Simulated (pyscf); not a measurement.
**H₃Si–PH–GaH–PH₂, singlet**

Gas-phase minimum from PySCF at ωB97X-D3(BJ)/def2-SVP, one conformer. 

```xyz
11

Si     1.6325    -0.1191     0.7586
P      0.7660     0.1551    -1.2943
Ga    -0.6598     1.7718    -0.5163
P     -2.9265     1.4434    -0.6715
H      2.2819    -1.4565     0.8635
H      2.6472     0.9537     0.9564
H      0.6218    -0.0063     1.8565
H     -0.1775    -0.9087    -1.2085
H     -0.0533     3.0305     0.1914
H     -3.2393     2.7756    -1.0631
H     -2.8877     0.9136    -1.9918
```

Bond lengths (Å): Si1–P2 2.245, Si1–H5 1.490, Si1–H6 1.490, Si1–H7 1.497, P2–Ga3 2.292, P2–H8 1.425, Ga3–P4 2.296, Ga3–H9 1.566, P4–H10 1.423, P4–H11 1.423. Bond angles (°): P2–Si1–H5 110.0, P2–Si1–H6 107.2, P2–Si1–H7 113.6, H5–Si1–H6 109.9, H5–Si1–H7 108.1, H6–Si1–H7 108.0, Si1–P2–Ga3 90.9, Si1–P2–H8 96.3, Ga3–P2–H8 95.4, P2–Ga3–P4 119.4, P2–Ga3–H9 118.6, P4–Ga3–H9 121.9, Ga3–P4–H10 95.8, Ga3–P4–H11 95.1 (the first ones only).

Properties at ωB97X-D3(BJ)/def2-SVP:

```yaml
harmonic_wavenumbers_unscaled: 25, 72, 90, 119, 148, 346, 397, 408, 482, 500, 526, 570, 610, 670, 710, 802, 923, 954, 970, 1110, 2002, 2221, 2261, 2270, 2445, 2453, 2466 cm⁻¹
zero_point_energy: 38.0 kcal/mol
rotational_symmetry_number: 1
Entropy of this conformer at 298 K and 1 atm, rigid rotor and harmonic oscillator, modes under 100 cm⁻¹ raised to 100: 391.0 J/(mol K)
dipole_moment: 0.44 D
```

Single-point totals, which compare only within one level:

| level | total energy (hartree) |
|---|---|
| ωB97X-D3(BJ)/def2-TZVP | -2901.35555 |
| PBE/def2-TZVP | -2900.53743 |
| r²SCAN/def2-TZVP | -2901.21842 |
| B3LYP-D3(BJ)/def2-TZVP | -2901.44516 |
| PBE0-D3(BJ)/def2-TZVP | -2900.68232 |
| M06-2X/def2-TZVP | -2901.22634 |
| ωB97M-D3(BJ)/def2-TZVP | -2901.46467 |

The lowest mode is so soft that the shape along it may change with the basis. Soft torsions are taken as harmonic, which can shift the entropy by several J/(mol K). Elements up to Kr have no core potential and no relativistic terms here.
